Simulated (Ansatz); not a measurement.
Born–Oppenheimer molecular dynamics of C$_{2}$H$_{2}$AlCl$_{3}$ (8 atoms, charge 0, multiplicity 1). It starts from a relaxed structure.

All numbers below come from RKS revPBE-D4/STO-3G in Ansatz.

| Item | Value |
| --- | --- |
| ensemble | NVE (velocity Verlet) |
| time step | 0.5 fs |
| steps asked | 250 |
| starting velocities drawn for | 500 K |
| masses | H 2.014 u |
| seed | 219219 |

First frame:

```xyz
8
Properties=species:S:1:pos:R:3
C -0.708 -0.168 -1.354
C 0.378 0.391 -1.204
H -1.678 -0.680 -1.406
H 1.333 0.919 -1.307
Cl 0.216 1.935 1.595
Al 0.144 -0.089 1.069
Cl -1.621 -1.134 1.499
Cl 1.935 -1.173 1.107
```

(1) How far do the bonds stretch over the last three quarters of this one trajectory? (Pairs bonded in most of those frames.)

Answers

(1) 
| bond | mean (Å) | spread (Å) | shortest | longest |
| --- | --- | --- | --- | --- |
| C1–C2 | 1.229 | 0.018 | 1.20 | 1.26 |
| C1–H3 | 1.098 | 0.025 | 1.04 | 1.16 |
| C2–H4 | 1.099 | 0.025 | 1.04 | 1.16 |
| Cl5–Al6 | 2.097 | 0.035 | 2.05 | 2.15 |
| Al6–Cl7 | 2.097 | 0.017 | 2.07 | 2.13 |
| Al6–Cl8 | 2.094 | 0.046 | 2.02 | 2.16 |

Pairs bonded in part of these frames only: C1–Al6 43 %, C2–Al6 24 %.

Mean temperature of the second half: 314 K. The conserved energy stayed within 0.14 meV per atom of its start (net change 0.09 meV per atom), so the integration is sound. A run of 0.12 ps of so small a system gives no equilibrium averages. The orbitals stay closed-shell, which can raise the energy where a bond breaks towards radicals; this wasn't checked here. Limits of this set-up: minimal basis.

Time of the run: 8 min on 1 thread of Arm Neoverse V1, with other jobs on the host, peak memory 0.088 GiB.
